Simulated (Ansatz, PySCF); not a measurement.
Bond stretch in NC (cation, charge +1), lowest triplet found (which spin is the ground state isn't settled by this scan).

Computed with: UKS-M06-2X/6-31G* = unrestricted M06-2X/6-31G*, spherical d run with PySCF; UKS-B3LYP = unrestricted B3LYP/cc-pVDZ (Ansatz, a quantum-chemistry and plane-wave program); FCI = full CI/cc-pVDZ, frozen core run with Ansatz; UMP2 = MP2 on UHF/cc-pVDZ, frozen core in Ansatz; UKS-PBE = unrestricted PBE/cc-pVDZ (Ansatz).

Energies are in kcal/mol, each relative to the lowest point of its own curve between 1.15 and 1.54 Å, where full CI is lowest.

| R / Å | UKS-M06-2X/6-31G* | UKS-B3LYP | FCI | UMP2 | UKS-PBE |
|---|---|---|---|---|---|
| 1.15 | 6.6 | 9.3 | 14.1 | 4.4 | 11.7 |
| 1.23 | 0.0 | 0.0 | 1.1 | 0.0 | 0.2 |
| 1.28 | 2.7 | 1.0 | 0.0 | 15.1 | 0.0 |
| 1.35 | 11.8 | 7.7 | 4.0 | 15.4 | 5.3 |
| 1.40 | 17.9 | 14.8 | 9.4 | 18.0 | 11.8 |
| 1.45 | 21.7 | 20.7 | 16.0 | 22.2 | 19.5 |
| 1.48 | 24.4 | 23.6 | 20.3 | 25.4 | 24.5 |
| 1.54 | 30.7 | 29.2 | 29.3 | 33.0 | 32.1 |

At the longest distance, 1.54 Å, UMP2 lies highest above its minimum (33.0 kcal/mol) and UKS-B3LYP lowest (29.2 kcal/mol).

The scan ran from 1.06 to 5.02 Å; beyond the distances shown full CI changes its symmetry label. The unrestricted determinant behind UMP2 is spin-contaminated at 1.15 to 1.54 Å (<S²> up to 2.4, against 2.00 for a pure triplet).
